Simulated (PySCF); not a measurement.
Structure from NMR data

An unknown has the formula C8H15N. Its calculated NMR data are:

1H NMR (300 MHz, computed): δ 3.10 (m, 1H), 3.01 (m, 1H), 2.75 (m, 1H), 2.06 (m, 1H), 1.64 (m, 1H), 1.61 (m, 1H), 1.53 (m, 1H), 1.45 (m, 1H), 1.45 (m, 1H), 1.23 (m, 1H), 1.20 (m, 1H), 1.09 (m, 1H), 1.05 (m, 1H), 0.98 (m, 1H), -0.09 (br s, 1H).

13C{1H} NMR (computed): δ 59.1 (CH), 44.8 (CH2), 38.2 (CH), 30.6 (CH2), 28.3 (CH2), 27.0 (CH2), 26.4 (CH2), 22.2 (CH2).

A single conformation, no relativistic terms, no solvent. GIAO PBE0/pcSseg-1 shieldings; PBE0-D3(BJ)/def2-SVP geometry; PySCF 2.14.

δ = σ(ref) − σ, references computed at the same level: TMS for 1H (σ = 31.27 ppm), 13C (σ = 184.41 ppm).

Problem. What is the structure?

Solution. 
1. Rings plus π bonds: 2 (2 rings in the answer).
2. 8 carbon signals for 8 carbons: no two carbons are equivalent.
3. Carbon types of the structure: 2 × CH, 6 × CH2, leaving 1 H on heteroatoms.
4. δC 59.1: sp3 CH bonded to N; deshielded by the electronegative neighbour.
5. δC 44.8: sp3 CH2 bonded to N; pulled downfield by the heteroatom.
6. δC 38.2: sp3 CH in a ring; aliphatic region, no heteroatom directly attached.
7. δC 30.6, 28.3, 27.0, 26.4, 22.2: sp3 CH2 in a ring; aliphatic region, no heteroatom directly attached.
8. δH 3.10, 3.01: hydrogen on an sp3 CH2 bonded to N; its carbon carries N, an electronegative neighbour.
9. δH 2.75: hydrogen on an sp3 CH bonded to N; its carbon carries N, hence the downfield position.
10. δH -0.09: hydrogen on an amine nitrogen; exchangeable; this is the value without hydrogen bonding to other molecules.

The compound is `C1CC[C@H]2NCC[C@H]2C1`.

This is the structure that produced the data.

The OH or NH signal is concentration- and solvent-dependent in practice; the value given is the gas-phase one. Shifts are as computed. Against solution values, carbons near 30 ppm lie about +2 ppm off and those near 130 ppm about +5 ppm. Of 1211 compounds with measured shifts, 218 miss one by over three times the rms of a fit or turn the order of signals round; such compounds aren't used in these exercises. No couplings were computed; multiplicities are counted from neighbouring protons, with m where these are inequivalent, close in shift, in a saturated or five-membered ring or joined by F or P, and br s for small geminal =CH2 splittings.
